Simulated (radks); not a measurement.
The numbers below are computed, except where a source is named.
Mean orbital radii <r> (bohr) of neutral rhenium, [Xe] 4f14 5d5 6s2, at several levels of relativity; Dirac values are averaged over j with weights 2j + 1. Spin-unpolarised spherical Kohn-Sham, PBE, point nucleus unless stated (finite: rms radius 5.3698 fm), a radial shooting solver on a logarithmic mesh with Libxc functionals. A level marked "c x" has the speed of light scaled by that factor and shares open shells by 2j + 1; other Dirac levels either fill j = l - 1/2 first or share by 2j + 1.

shell,non-rel.,scalar-rel.,"scalar-rel., finite nucleus","Dirac, 2j+1 shares, finite nucleus","change of magnitude, last against first (%)"
2p,0.07211,0.06834,0.06834,0.06785,-5.91
3s,0.2163,0.1974,0.1974,0.1969,-8.95
3p,0.2064,0.1979,0.1979,0.1969,-4.60
3d,0.1809,0.1792,0.1792,0.1792,-0.89
4s,0.4811,0.4405,0.4406,0.4405,-8.45
4p,0.4876,0.4686,0.4686,0.4673,-4.17
4d,0.5023,0.5000,0.5000,0.5002,-0.41
5s,1.137,1.036,1.036,1.037,-8.82
4f,0.5636,0.5805,0.5805,0.5811,+3.11
5p,1.254,1.208,1.208,1.206,-3.84
5d,1.853,1.932,1.932,1.935,+4.47
6s,3.431,3.071,3.072,3.073,-10.42
